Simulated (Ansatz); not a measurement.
`CC[O][GaH2]` + H₂ → `C[O][GaH2]` + CH₄ at 400 K and 1 bar (hydrogenolysis of a C–C bond).

Computed with Ansatz on PBE0-D4/def2-TZVP structures; ΔE is electronic, products minus reactants. CCSD(T)/CBS is the MP2 limit (def2-TZVPP, def2-QZVPP) plus CCSD(T) − MP2 in def2-TZVPP, frozen cores. This one scheme is used for every species. For Ga outer-core shells are correlated without core-valence functions, which leaves a few kJ/mol of doubt a bond. Scalar relativity is left out up to krypton. Each species was taken in one conformer, which may not be the lowest.

| species | CCSD(T)/CBS energy (Eh) | H − E (kJ/mol) | S (J/(mol·K)) |
| --- | --- | --- | --- |
| `CC[O][GaH2]` | -2079.43172 | 249.8 | 367.8 |
| H₂ | -1.17544 | 38.0 | 139.0 |
| `C[O][GaH2]` | -2040.16771 | 169.3 | 328.4 |
| CH₄ | -40.46206 | 131.3 | 197.2 |

H − E and S are ideal-gas, rigid-rotor, harmonic terms from PBE0-D4/def2-TZVP, for one conformer and one mirror image of each species. The MP2-based limit puts H₂ 0.8 mEh under its directly extrapolated value; such offsets cancel only in part. 1 Eh = 2625.50 kJ/mol, R = 8.31446 J/(mol·K).

Q: By hand: ΔE, ΔH, ΔS and ΔG.

A: ΔE = (-2040.16771) + (-40.46206) − (-2079.43172) − (-1.17544) = -0.02261 Eh = -59.4 kJ/mol. Δ(H − E) = 169.3 + 131.3 − 249.8 − 38.0 = 12.8, so ΔH = -46.6 kJ/mol. ΔS = 328.4 + 197.2 − 367.8 − 139.0 = 18.8 J/(mol·K). ΔG = -46.6 − 400 × (18.8)/1000 = -54.1 kJ/mol.

Q: By hand: the equilibrium constant, and the temperature at which ΔG would vanish if ΔH and ΔS stayed fixed.

A: log₁₀ K = −ΔG/(RT ln 10) = 7.1. ΔH and −TΔS have one sign here, so there is no such temperature.

ΔH outweighs TΔS. A doubt of 5 kJ/mol in ΔE shifts log₁₀ K by 0.7 here. Other conformers and mirror images would add mixing entropy, several J/(mol·K) or more a flexible species. Modes under 60 cm⁻¹, often nearly free rotors, make the harmonic entropy too high. These are equilibria of isolated gas molecules and say nothing of rates. Largest T1 diagnostic: 0.015 (customary marks: 0.02 for closed shells, 0.045 for open ones).
